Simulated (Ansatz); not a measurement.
Start from `CCSC=S` and change one atom or group to get `CBSCC`.

Ansatz, PBE0-D4/def2-TZVP geometries, multiplicity 1. Each molecule was computed in one conformer, which needn't be the lowest.

| property | `CCSC=S` |
| --- | --- |
| HOMO energy (B3LYP/def2-TZVPP) / eV | -6.17 |
| LUMO energy (B3LYP/def2-TZVPP) / eV | -2.19 |
| size of the dipole moment (B3LYP/def2-TZVPP) / D | 4.16 |
| HOMO–LUMO gap (ωB97M-V/def2-TZVPP) / eV | 8.66 |
| size of the dipole moment (ωB97M-V/def2-TZVPP) / D | 4.08 |
| HOMO energy (ωB97M-V/def2-TZVPP) / eV | -8.62 |

Give the same properties after the change, and the shifts. (Estimate.)

Ansatz gave: 
```tsv
property	`CBSCC`	shift
HOMO energy (B3LYP/def2-TZVPP) / eV	-7.17	-1.00
LUMO energy (B3LYP/def2-TZVPP) / eV	-0.81	1.38
size of the dipole moment (B3LYP/def2-TZVPP) / D	1.21	-2.95
HOMO–LUMO gap (ωB97M-V/def2-TZVPP) / eV	10.89	2.23
size of the dipole moment (ωB97M-V/def2-TZVPP) / D	1.18	-2.90
HOMO energy (ωB97M-V/def2-TZVPP) / eV	-9.59	-0.97
```

With PBE0 the HOMO falls by 0.98 eV and the LUMO rises by 1.40 eV, so the gap widens by about 2.38 eV. PBE moves the HOMO by -1.07 eV and ωB97M-V by -0.97 eV. Dipoles are sizes alone; their direction can turn.

B3LYP here is the variant with VWN-RPA as its local correlation; programs differ in this.
